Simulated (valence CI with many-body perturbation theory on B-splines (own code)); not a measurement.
Pd7+: magnetic and hyperfine properties of the levels

Calculated by configuration interaction combined with many-body perturbation theory (CI+MBPT): three valence electrons over a frozen Dirac-Fock core [Kr], a basis of 9 s, 9 p, 10 d, 8 f, 5 g, 3 h, 1 i functions for each j, with the one-electron correlation potential Σ1 (screened to all orders), the two-electron term Σ2, the three-electron term Σ3, Breit, model QED; selected single and double excitations, second order for the rest, scaled by the run's own slope (own B-spline code, finite nucleus).

No measured levels were compared; by estimate terms of the open shell hold to 2 to 4 % of their energy, and close levels can change places; different configurations can be misplaced against each other by 1,000 to 8,000 cm⁻¹. Core correlation moves these levels by up to 15000 cm⁻¹, and in measured spectra 5 to 20 % of such shifts remained as error; rates that hang on mixing are uncertain with them. The list stops below the first excitations out of the core.

A/g_I is the dipole constant over the nuclear g factor μ/I (μ in nuclear magnetons, uniformly magnetised nucleus), B/Q the quadrupole constant per barn. Both hold the static response of the core; the bare values leave it out. Large factors of s and p1/2 electrons are usually good to 5 to 10 %; those of open d and f shells near neutrality can be off by tens of per cent, and small factors of p3/2, d and f electrons come from cancelling terms and can be off by a factor of two or in sign, in half-filled shells by more. B is blank for J = 1/2, where it vanishes, and for nearly pure S terms. Energies count from the lowest level.

Names give the largest LS component (configuration and term), which can be under half, so a name can repeat, a term be missing and a line seem to break the LS rules; names also repeat where a configuration has a term twice. Letters in brackets count levels of one name in rising energy.

```csv
Level,E (cm⁻¹),g,A/g_I (MHz),A/g_I bare,B/Q (MHz/b),B/Q bare
4d³ ⁴F_3/2,0.0,0.414,2150,1640,-450,-412
4d³ ⁴F_5/2,2471,1.030,977,987,-424,-394
4d³ ⁴F_7/2,5281,1.232,635,815,-533,-499
4d³ ⁴F_9/2,8125,1.318,548,803,-704,-660
4d³ ⁴P_3/2,16718,1.586,311,806,-845,-782
4d³ ⁴P_1/2,17213,2.446,-2130,-961,,
4d³ ²G_7/2,19805,0.897,1270,1170,670,619
4d³ ²G_9/2,20781,1.039,1040,1070,1450,1330
4d³ ⁴P_5/2,20935,1.589,-168,302,1110,1020
4d³ ²D_3/2 [a],25015,1.123,946,1040,-1120,-1030
4d³ ²P_1/2,26408,0.890,215,46.9,,
4d³ ²H_11/2,27646,1.091,924,988,2460,2260
4d³ ²H_9/2,28199,0.996,918,893,1330,1230
4d³ ²D_5/2 [a],30446,1.205,712,869,-736,-678
4d³ ²P_3/2,32984,1.142,727,829,131,127
4d³ ²F_7/2,40829,1.140,872,980,723,668
4d³ ²F_5/2,41422,0.867,1090,954,1110,1020
4d³ ²D_5/2 [b],63735,1.193,606,749,1530,1420
4d³ ²D_3/2 [b],64205,0.800,1760,1600,1450,1340
4d²5s ⁴F_3/2,264960,0.411,-3010,-2780,356,331
4d²5s ⁴F_5/2,266770,1.023,3820,3510,344,318
4d²5s ⁴F_7/2,270060,1.235,3830,3600,555,507
4d²5s ⁴F_9/2,273830,1.330,3580,3430,899,822
4d²5s ²F_5/2,275930,0.886,488,503,647,603
4d²5s ²F_7/2,281660,1.136,-1280,-927,945,872
4d²5s ⁴P_1/2,282860,2.640,17200,16100,,
4d²5s ⁴P_5/2,283770,1.410,5860,5480,-885,-828
4d²5s ⁴P_3/2,284090,1.562,3810,3690,786,720
4d²5s ²D_3/2,286750,1.024,-328,-165,-427,-396
4d²5s ²D_5/2,290680,1.366,5840,5420,-935,-865
4d²5s ²P_1/2,292160,0.700,152,-60.9,,
4d²5s ²G_9/2,293650,1.114,3920,3610,3360,3110
4d²5s ²G_7/2,293890,0.898,-1760,-1490,3030,2800
4d²5s ²P_3/2,296150,1.269,-3670,-2960,-1080,-1000
```

Problem. Take the isotope of mass number 105, with I = 5/2, μ = -0.642 μN and Q = 0.66 b. What is the hyperfine structure of 4d³ ⁴F_5/2?

Solution. From the table A = -251 MHz, B = -280 MHz. Shifts from the centre of gravity in MHz: F = 0: 2000, F = 1: 1820, F = 2: 1420, F = 3: 771, F = 4: -216, F = 5: -1640.
